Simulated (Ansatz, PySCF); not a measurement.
Al(H)(F)(NMe2) (C2H7AlFN), SMILES [F][AlH][N](C)C.

Geometry optimised at PBE-D3(BJ)/def2-SVP. Other conformers were not sampled.

Vertical ionisation energy (IE) and electron affinity (EA) in eV. Rows of orbital energies are one-electron estimates. Where ΔSCF, EOM or ADC give a negative EA the extra electron is unbound and the value depends on the basis.

```csv
level,IE,EA
"−ε(HOMO), −ε(LUMO), B3LYP/def2-TZVP (PySCF)",6.39,0.62
"−ε(HOMO), −ε(LUMO), PBE/def2-TZVP (PySCF)",5.35,1.14
"ΔSCF, PBE0/def2-SVPD (Ansatz), final states of multiplicity 2 and 2",8.62,-0.93
"ΔSCF, PBE/def2-SVPD (Ansatz), final states of multiplicity 2 and 2",8.58,-0.80
```

### Question
What vertical singlet–triplet gap does ΔSCF give with PBE0/def2-SVPD (Ansatz, a program for electronic structure) and with PBE/def2-SVPD (Ansatz)? (Estimate from the structure and the level; the computed values follow.)

### Answer
4.59 and 4.53 eV (triplet above singlet where positive).
